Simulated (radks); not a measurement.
Task: The tellurium ion Te4+ is in [Kr] 4d10 5s2. Method: scalar-relativistic Kohn-Sham, PBE, spin-polarised, spherical densities, finite nucleus; Fermi nuclear charge, rms radius of each element as measured or else 0.836 A^(1/3) + 0.57 fm; computed with a radial shooting solver on a logarithmic mesh with Libxc functionals. Open shells are filled with parallel spins first. One electron is removed from 4d, 5s, 4p, 4s in turn, with full relaxation. Which removal costs least, and what does each cost?

Result: 5s 58.775 eV; 4d 94.448 eV; 4p 168.44 eV; 4s 218.93 eV. The 5s electron leaves first.
